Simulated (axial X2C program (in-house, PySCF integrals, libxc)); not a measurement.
**Photoelectron levels of InH by EOM-IP-CCSD**

Calculated with an in-house all-electron X2C program for linear molecules (integrals from PySCF): two-component X2C with atomic mean-field Coulomb and Gaunt terms, Gaussian nuclei, basis In dyall-cv3z, H dyall-v3z with contracted cores.

R = 1.933 Å (1.045 times 1.850 Å, the PBE0 minimum at charge 0 for the lowest determinant).

Vertical ionisation energies of InH to the states of InH⁺:

```json
{"Ω of InH⁺": "1/2", "vertical IE (eV)": "8.079", "above lowest (cm⁻¹)": "0", "ionised spinor": "45% In pσ, 31% H sσ, 20% In sσ", "one-hole weight": "0.95"}
{"Ω of InH⁺": "1/2", "vertical IE (eV)": "12.436", "above lowest (cm⁻¹)": "35146", "ionised spinor": "68% In sσ, 30% H sσ", "one-hole weight": "0.86"}
```

This point took 11 s on 1 thread of Intel(R) Xeon(R) Processor @ 2.30GHz (shared host).

Reference electrons by ω block (each with its −ω partner): 1/2: 16, 3/2: 7, 5/2: 2. 14 electrons of InH correlated (inner shells frozen), 94 natural virtual spinors (a truncated set); levels can be off by some tenths of an eV. Roots sought by Ω: (1/2: 4, 3/2: 3, 5/2: 1); rows need 60 % one-particle weight and stop where some Ω has no more roots. Missing are any skipped roots, higher Ω and states of a further excitation; these come out far too high here and may in truth be low or lowest. T1 of the reference 0.015 (Lee–Taylor). Number of frozen shells: In 4 s, 3 p, 1 d; H none.
